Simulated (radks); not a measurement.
Question: Neutral silicon, configuration [Ne] 3s1.5 3p2 4p0.5 (fractional occupations, a model configuration). Method: Dirac Kohn-Sham, PBEsol, spin-unpolarised, spherical densities, finite nucleus; open shells fill j = l - 1/2 first; Fermi nuclear charge, rms radius 3.1224 fm; computed with a radial shooting solver on a logarithmic mesh with Libxc functionals. Some entries of the table are withheld. Estimate them.

| orbital | occ. | eigenvalue (eV) | <r^2> (bohr^2) |
|---|---|---|---|
| 1s1/2 | 2 | -1786.093 | 0.01672 |
| 2s1/2 | 2 | -142.9312 | (1) |
| 2p1/2 | 2 | (2) | 0.3630 |
| 2p3/2 | 4 | (3) | 0.3659 |
| 3s1/2 | 1.5 | -13.6503 | 5.127 |
| 3p1/2 | 2 | -6.5921 | (4) |
| 3p3/2 | 0 | -6.5550 | (5) |
| 4p1/2 | 0.5 | -0.7527 | 134.5 |
| 4p3/2 | 0 | -0.7512 | 134.8 |

Answer: 
(1) 2s1/2 <r^2> (bohr^2): 0.3864
(2) 2p1/2 eigenvalue (eV): -99.6574
(3) 2p3/2 eigenvalue (eV): -99.0110
(4) 3p1/2 <r^2> (bohr^2): 7.883
(5) 3p3/2 <r^2> (bohr^2): 7.928
